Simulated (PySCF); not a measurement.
These compounds are isomers of formula C8H13OP.

A. `InChI=1S/C8H13OP/c1-5-7-10(9,6-2)8(3)4/h6,8H,2H2,1,3-4H3/t10-/m1/s1`
B. `CC=[P@]1(C)C=CC(OC)=C1`
C. SMILES C=C(C)P1CCC(=O)CC1

Spectrum 1. ¹H NMR (500 MHz, computed): δ 5.72 (m, 1H), 5.22 (m, 1H), 2.58 (m, 4H), 2.05 (m, 4H), 1.99 (m, 3H). ¹³C{¹H} NMR (computed): δ 214.5 (C), 159.2 (C), 122.8 (CH2), 42.5 (CH2), 32.9 (CH2), 25.0 (CH3).

Spectrum 2. ¹H NMR (500 MHz, computed): δ 6.76 (m, 1H), 6.60 (m, 1H), 6.19 (m, 1H), 2.11 (s, 3H), 1.49 (m, 1H), 1.43 (m, 3H), 1.12 (m, 3H). ¹³C{¹H} NMR (computed): δ 142.7 (CH2), 142.3 (CH), 107.6 (C), 82.6 (C), 36.5 (CH), 16.7 (CH3), 15.5 (CH3), 5.4 (CH3).

Spectrum 3. ¹H NMR (500 MHz, computed): δ 6.78 (m, 1H), 6.54 (m, 1H), 4.49 (m, 1H), 3.90 (s, 3H), 1.77 (m, 1H), 1.75 (m, 3H), 1.64 (m, 3H). ¹³C{¹H} NMR (computed): δ 176.0 (C), 148.4 (CH), 141.1 (CH), 93.3 (CH), 57.9 (CH3), 30.2 (CH), 14.2 (CH3), 13.3 (CH3).

All values are calculated (PySCF): GFN2-xTB structure, PBE0/pcSseg-1 with gauge-including orbitals. Relativity neglected, no solvent model, equivalent nuclei averaged, one computed conformer.

References, each an isolated molecule treated in the same way: ¹H (31.72 ppm), ¹³C (186.93 ppm) against TMS. Splittings of carbon signals by F and P are missing where no couplings were computed. Where no couplings were computed, multiplicities follow the n + 1 count of equivalent neighbours, and m marks all less simple cases (inequivalent or close neighbours, rings, F or P nearby). Shifts are as computed. Against solution values, carbons near 30 ppm lie about +3 ppm off and those near 130 ppm about +5 ppm. Of 1211 compounds with measured shifts, 218 miss one by over three times the rms of a fit or turn the order of signals round; such compounds aren't used in these exercises.

Task: Which spectrum belongs to which compound?

Result: 1–C, 2–A, 3–B.

- Spectrum 1 (C): 6 ¹³C signals; δC 214.5 is a ketone carbonyl carbon; δC 159.2 is a fully substituted alkene carbon.
- Spectrum 2 (A): 8 ¹³C signals; δC 142.7 is a terminal =CH2 carbon; δC 142.3 is an alkene CH.
- Spectrum 3 (B): 8 ¹³C signals; δC 176.0 is an alkene carbon bearing oxygen; δC 148.4 is an alkene CH.
